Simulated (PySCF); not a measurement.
C3H12Si3.
Numbering: `[CH2:1]1[SiH2:2][CH2:3][SiH2:4][CH2:5][SiH2:6]1` (hydrogens: H7, H8 on C1; H9, H10 on Si2; H11, H12 on C3; H13, H14 on Si4; H15, H16 on C5; H17, H18 on Si6)

The same species was optimised twice, with GFN2-xTB and with PBE0-D3(BJ)/def2-SVP (PySCF), and the same property calculations (PySCF, gas phase) were run on both structures.

| coordinate | GFN2-xTB | PBE0-D3(BJ)/def2-SVP | change |
| --- | --- | --- | --- |
| C3–Si4 (Å) | 1.900 | 1.884 | -0.016 |
| C1–Si6 (Å) | 1.900 | 1.884 | -0.016 |
| Si4–C5 (Å) | 1.900 | 1.884 | -0.016 |
| C5–Si6 (Å) | 1.900 | 1.885 | -0.015 |
| Si2–C3 (Å) | 1.900 | 1.885 | -0.015 |
| C1–Si2 (Å) | 1.900 | 1.885 | -0.015 |
| Si4–C5–Si6 (°) | 114.4 | 113.3 | -1.1 |
| Si2–C1–Si6 (°) | 114.3 | 113.5 | -0.8 |
| Si2–C3–Si4 (°) | 114.4 | 113.6 | -0.8 |
| C3–Si4–C5 (°) | 108.8 | 109.4 | +0.6 |
| C1–Si2–C3 (°) | 108.9 | 109.5 | +0.6 |
| C1–Si6–C5 (°) | 108.8 | 109.4 | +0.6 |

Rotational constants: A = 1933, B = 1931, C = 1060 MHz (GFN2-xTB) against A = 1964, B = 1960, C = 1080 MHz (PBE0-D3(BJ)/def2-SVP). Point groups within 0.08 Å: C3v and C3v. Atoms that the bonding makes alike are paired by their places after alignment.

On the GFN2-xTB structure: lowest singlet, TDDFT (eV) 7.82 [wB97X-D/def2-SVPD]; isotropic polarisability (au) 110.1 [wB97X-D/def2-SVPD]; HOMO (eV) -9.98 [wB97X-D/def2-SVPD]; LUMO (eV) 1.92 [wB97X-D/def2-SVPD]; dipole (D) 0.95 [wB97X-D/def2-SVPD]; HOMO (eV) -8.20 [PBE0/pcSseg-1]; LUMO (eV) 0.62 [PBE0/pcSseg-1]; dipole (D) 0.88 [PBE0/pcSseg-1]; GIAO shielding of C1/C3/C5 (mean) (ppm) 195.5 [PBE0/pcSseg-1]; GIAO shielding of Si2/Si4/Si6 (mean) (ppm) 392.4 [PBE0/pcSseg-1].

**Question.** What do these properties become on the PBE0-D3(BJ)/def2-SVP structure?

**Answer.** 
```
                                    property              level  on GFN2-xTB  on PBE0-D3(BJ)/def2-SVP  change
                  lowest singlet, TDDFT (eV)  wB97X-D/def2-SVPD         7.82                     7.86   +0.04
               isotropic polarisability (au)  wB97X-D/def2-SVPD        110.1                    111.3    +1.2
                                   HOMO (eV)  wB97X-D/def2-SVPD        -9.98                   -10.03   -0.05
                                   LUMO (eV)  wB97X-D/def2-SVPD         1.92                     1.88   -0.04
                                  dipole (D)  wB97X-D/def2-SVPD         0.95                     1.22   +0.27
energy, GFN2-xTB geometry as zero (kcal/mol)  wB97X-D/def2-SVPD          0.0                     -1.4    -1.4
                                   HOMO (eV)      PBE0/pcSseg-1        -8.20                    -8.25   -0.05
                                   LUMO (eV)      PBE0/pcSseg-1         0.62                     0.57   -0.05
                                  dipole (D)      PBE0/pcSseg-1         0.88                     1.15   +0.27
energy, GFN2-xTB geometry as zero (kcal/mol)      PBE0/pcSseg-1          0.0                     -1.3    -1.3
     GIAO shielding of C1/C3/C5 (mean) (ppm)      PBE0/pcSseg-1        195.5                    193.2    -2.3
  GIAO shielding of Si2/Si4/Si6 (mean) (ppm)      PBE0/pcSseg-1        392.4                    389.8    -2.6
```

The heavy atoms differ by 0.018 Å rms after alignment (one structure mirrored). Among bonds between heavy atoms C1–Si2, C1–Si6, Si2–C3, C3–Si4, Si4–C5 and C5–Si6 change most and about equally (-0.016 to -0.015 Å). Changes are differences of the printed values. Neither structure is proved a minimum here.

Note: wB97X-D ran without an empirical dispersion term, which enters the total energy and its gradient alone.
